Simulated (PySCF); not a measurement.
Molecule: `N#CC[C@H]1CC=NC1`, C₆H₈N₂.

Cartesian coordinates in Å; atom numbers follow the order of the lines, from 1:
```xyz
16

N     3.293    1.011   -0.083
C     2.421    0.292   -0.252
C     1.302   -0.595   -0.443
C     0.157   -0.244    0.518
C    -0.403    1.162    0.242
C    -1.728    0.848   -0.397
N    -2.076   -0.360   -0.389
C    -1.070   -1.162    0.261
H     1.640   -1.621   -0.269
H     0.959   -0.510   -1.478
H     0.513   -0.343    1.545
H    -0.561    1.733    1.159
H     0.235    1.758   -0.412
H    -2.359    1.606   -0.831
H    -0.834   -2.018   -0.374
H    -1.496   -1.547    1.191
```

Frames of a GFN2-xTB Langevin trajectory at 600 K; GIAO PBE0/pcSseg-1 shieldings in PySCF 2.14, gas phase, non-relativistic; equivalent atoms averaged within each frame.

Chemical shifts δ = σref − σ; ¹⁵N (σ = 267.73 ppm) vs NH3; ¹³C (σ = 186.93 ppm) and ¹H (σ = 31.72 ppm) against TMS, all at this level. The references are static minima.

How do the shifts (ppm) fluctuate along the trajectory?

Answers


| time (fs) | N7 | N1 | C6 | C2 | C8 | C5 | C4 | C3 | H14 | H13 |
| --- | --- | --- | --- | --- | --- | --- | --- | --- | --- | --- |
| 250 | 393.5 | 311.1 | 174.2 | 121.9 | 72.1 | 49.8 | 47.1 | 26.3 | 7.76 | 4.62 |
| 425 | 439.0 | 322.6 | 186.5 | 134.4 | 72.9 | 44.9 | 56.7 | 21.8 | 8.29 | 2.40 |
| 625 | 395.3 | 303.2 | 170.2 | 122.9 | 82.3 | 52.0 | 38.0 | 23.7 | 7.52 | 3.59 |
| 800 | 431.1 | 310.1 | 170.8 | 126.6 | 73.7 | 56.4 | 40.1 | 22.1 | 8.59 | 2.98 |
| 1000 | 393.4 | 317.4 | 177.3 | 128.7 | 86.4 | 46.9 | 38.0 | 38.8 | 9.07 | 2.52 |
| mean of frames | 410.5 | 312.9 | 175.8 | 126.9 | 77.5 | 50.0 | 44.0 | 26.6 | 8.25 | 3.22 |
| standard deviation | 22.7 | 7.4 | 6.6 | 5.0 | 6.5 | 4.5 | 8.0 | 7.1 | 0.63 | 0.91 |

5 frames give an uncertainty of the mean of about the standard deviation over 2.2 at best, since frames this close in time may not be independent; classical motion lacks zero-point vibration, and the reference would need the same averaging.
